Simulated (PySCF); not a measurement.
## Steps of a relaxation of [ReF4]+

[ReF4]+ (triplet). PySCF 2.14.0, UKS TPSS, Re def2-SVP with ECP60, F def2-SVP; non-relativistic Hamiltonian with scalar-relativistic core potentials where named; density fitting; no spin-orbit coupling. Origin of the start: template. Columns: position (Å) and force (eV/Å). Energies are counted from the last step; some of the 5 steps are shown. Forces carry noise of the integration grid, about 0.01 to 0.03 eV/Å.

Run from Python with OMP_NUM_THREADS=2. Where DIIS fails, smearing, a level shift and second-order steps follow.
It took 21 s on 2 threads of Arm Neoverse V2 (shared host), from the converged density of the start.

```xyz
5
step 0  E = 1.521 eV
Re    0.0000    0.0000    0.0000     0.00    0.00    0.00
F     1.7028    0.0000    0.0000     7.04   -0.49    0.00
F     0.0000    1.7028    0.0000    -0.49    7.04    0.00
F    -1.7028    0.0000    0.0000    -7.04    0.49    0.00
F     0.0000   -1.7028    0.0000     0.49   -7.04    0.00
```

```xyz
5
step 1  E = 0.028 eV
Re    0.0000    0.0000    0.0000     0.00    0.00    0.00
F     1.8430    0.0000    0.0000    -0.72   -0.34    0.00
F     0.0000    1.8430    0.0000    -0.34   -0.72    0.00
F    -1.8430    0.0000    0.0000     0.72    0.34    0.00
F     0.0000   -1.8430    0.0000     0.34    0.72    0.00
```

```xyz
5
step 3  E = 0.000 eV
Re    0.0000    0.0000    0.0000     0.00    0.00    0.00
F     1.8239    0.0000    0.0000     0.01   -0.36    0.00
F     0.0000    1.8239    0.0000    -0.36    0.01    0.00
F    -1.8239    0.0000    0.0000    -0.01    0.36    0.00
F     0.0000   -1.8239    0.0000     0.36   -0.01    0.00
```

Question: Where does the relaxation end?

Answer: It converges at step 4 in D4h:
```xyz
5
step 4  E = 0
Re    0.0000    0.0000    0.0000
F     1.8242    0.0000    0.0000
F     0.0000    1.8242    0.0000
F    -1.8242    0.0000    0.0000
F     0.0000   -1.8242    0.0000
```

Question: How did the contacts change?

Answer: 
```
   contact  start (Å)  end (Å)
Re1–F2 (F)      1.703    1.824
Re1–F3 (F)      1.703    1.824
Re1–F4 (F)      1.703    1.824
Re1–F5 (F)      1.703    1.824
```


No frequency check is given that shows the relaxed geometry to be a minimum. Open shells may have lower solutions than the one found.
